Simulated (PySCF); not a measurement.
# Peak assignment

Bonds: Si1-C2, Si1-C7, Si1-C12, Si1-N17, C2-C3, C7-C8, C12-C13, N17-C18, N17-C19. C2 carries H4; C3 carries H5, H6; C7 carries H9; C8 carries H10, H11; C12 carries H14; C13 carries H15, H16; C18 carries H20, H21, H22; C19 carries H23, H24, H25.

Theoretical values (PySCF 2.14): σ from GIAO-B3LYP/pcSseg-1, coordinates at the PBE0-D3(BJ)/def2-SVP level. Non-relativistic Hamiltonian, a single conformation, one averaged value for each set of equivalent atoms, gas phase.

Chemical shifts δ = σref − σ; TMS for 13C (179.24 ppm), 1H (31.38 ppm), all at this level.

Question: Assign these signals to the numbered atoms. 13C{1H} NMR (computed): δ 144.7, 143.8, 40.1.

Answer: 
| δ (ppm) | atoms | environment | reason |
| --- | --- | --- | --- |
| 144.7 | C2/C7/C12 | carbon bonded to C, Si, H | – |
| 143.8 | C3/C8/C13 | carbon bonded to C, 2 H | – |
| 40.1 | C18/C19 | carbon bonded to N, 3 H | – |

C2/C7/C12 and C3/C8/C13 lie closer than the usual error of such a calculation, so a measured spectrum could show them in the other order.

Question: Assign these signals to the numbered atoms. 1H NMR (600 MHz, computed): δ 6.22 (m, 3H), 6.16 (m, 6H), 2.50 (s, 6H).

Answer: 
| δ (ppm) | atoms | environment | reason |
| --- | --- | --- | --- |
| 6.22 | H4/H9/H14 | hydrogen on a carbon bonded to C, Si | – |
| 6.16 | H5/H6/H10/H11/H15/H16 | hydrogen on a carbon bonded to C | – |
| 2.50 | H20/H21/H22/H23/H24/H25 | hydrogen on a carbon bonded to N | – |

H4/H9/H14 and H5/H6/H10/H11/H15/H16 lie closer than the usual error of such a calculation, so a measured spectrum could show them in the other order.

Shifts are as computed. Against solution values, carbons near 30 ppm lie about +2 ppm off and those near 130 ppm about +6 ppm. Of 1211 compounds with measured shifts, 218 miss one by over three times the rms of a fit or turn the order of signals round; such compounds aren't used in these exercises. No couplings were computed; multiplicities are counted from neighbouring protons, with m where these are inequivalent, close in shift, in a saturated or five-membered ring or joined by F or P, and br s for small geminal =CH2 splittings.
